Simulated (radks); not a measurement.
The numbers below are computed, except where a source is named.
These are the eigenvalues of the occupied orbitals of an atom or ion with whole-number occupations (hartree). Level of theory: non-relativistic Kohn-Sham, PBE, spin-polarised, spherical densities, point nucleus (a radial shooting solver on a logarithmic mesh with Libxc functionals).

1s up: -33.58482
1s down: -33.45418
2s up: -3.90045
2s down: -3.59224
2p up: -3.07752

Which element is it, and in what charge state? The configuration may be excited. Open shells, if any, are filled with parallel spins first.

Answer. Z = 10, neon, charge +3: Ne3+ in [He] 2s2 2p3. The list shows which subshells hold electrons but not how many an open one holds; the 1s level, -33.585 hartree, gives Z - s = 8.2 by -(Z - s)^2/2, which with screening narrows Z to a few neighbours, and the depths of the outer levels then fix element, charge and occupations together.
